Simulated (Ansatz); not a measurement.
Ansatz (a first-principles code) input (B3LYP/6-31G*):

Ansatz 0.2 input:
```yaml
crystal:
  periodic: [false, false, false]
  atoms:
    - {symbol: F, position_ang: [-0.03138900, 0.14495700, 1.82106600]}
    - {symbol: Si, position_ang: [-0.00423300, 0.01954800, 0.24558300]}
    - {symbol: Cl, position_ang: [1.88985100, -0.41273100, -0.32593000]}
    - {symbol: Cl, position_ang: [-0.60101200, 1.78635400, -0.54391200]}
    - {symbol: Cl, position_ang: [-1.26873600, -1.46646300, -0.29649600]}
basis:
  gaussian:
    orbitals: 6-31G*
hamiltonian:
  xc: {name: B3LYP}
relax: {f_tol: 0.003, max_steps: 120}
```

From the output:

```
these checks for a lower state are left out or cut short: starts, cluster_reference, orbital_swaps, neighbouring_geometries, increment
integrals: 0.04 GiB planned
880 factors; integrals over basis functions are off by at most 2.3e-4 eV
mean field: 0.41 GiB planned
mean field evaluation 32: about -48167.7783 eV, gradient 1.7e-1 eV
mean field -48167.77834436 eV, -1770.1332048625 hartree, gradient 1.7e-5 eV, S^2 0.000000; 0 other end points of the search recorded, 0 dependent functions left out
the calculation of the forces begins
reference -48167.77857634 eV, -1770.1332133874 hartree; 37, 37 occupied and 54, 54 virtual orbitals, 880 factors
relax step   4: F+E_penalty+E_count = -48167.77834436 eV  Δ(F+E_penalty+E_count) = -1.204e-4 eV  max|allowed force component| = 4.884e-3 eV/Å  Δτ_max = 0.0022 Å  (23 SCF iters, accepted)
these checks for a lower state are left out or cut short: starts, cluster_reference, orbital_swaps, neighbouring_geometries, increment
integrals: 0.04 GiB planned
880 factors; integrals over basis functions are off by at most 2.3e-4 eV
mean field: 0.41 GiB planned
mean field -48167.77834564 eV, -1770.1332049096 hartree, gradient 2.2e-5 eV, S^2 0.000000; 0 other end points of the search recorded, 0 dependent functions left out
the calculation of the forces begins
reference -48167.77857762 eV, -1770.1332134344 hartree; 37, 37 occupied and 54, 54 virtual orbitals, 880 factors
relax step   5: F+E_penalty+E_count = -48167.77834564 eV  Δ(F+E_penalty+E_count) = -1.281e-6 eV  max|allowed force component| = 4.892e-5 eV/Å  Δτ_max = 0.0003 Å  (19 SCF iters, accepted)
integrals: 0.04 GiB planned
880 factors; integrals over basis functions are off by at most 2.3e-4 eV
mean field: 0.41 GiB planned
mean field -48167.77834564 eV, -1770.1332049096 hartree, gradient 2.2e-5 eV, S^2 0.000000; 1 other end points of the search recorded, 0 dependent functions left out
the calculation of the forces begins
reference -48167.77857762 eV, -1770.1332134344 hartree; 37, 37 occupied and 54, 54 virtual orbitals, 880 factors
Total energy: -48167.77857762 eV, -1770.1332134344 hartree
Atom 0 at    -0.031635     0.146120     1.835697 Å, force    -0.000028     0.000009     0.000041 eV/Å
Atom 1 at    -0.004264     0.019676     0.247176 Å, force    -0.000034     0.000005    -0.000027 eV/Å
Atom 2 at     1.901567    -0.415518    -0.330946 Å, force    -0.000033     0.000004    -0.000036 eV/Å
Atom 3 at    -0.604670     1.797144    -0.550280 Å, force     0.000045    -0.000018     0.000011 eV/Å
Atom 4 at    -1.276517    -1.475758    -0.301337 Å, force     0.000049    -0.000000     0.000010 eV/Å
Dipole moment:     0.001023    -0.004754    -0.059735 e Å
```

The geometry given is a B3LYP-D3(BJ)/def2-TZVP minimum.
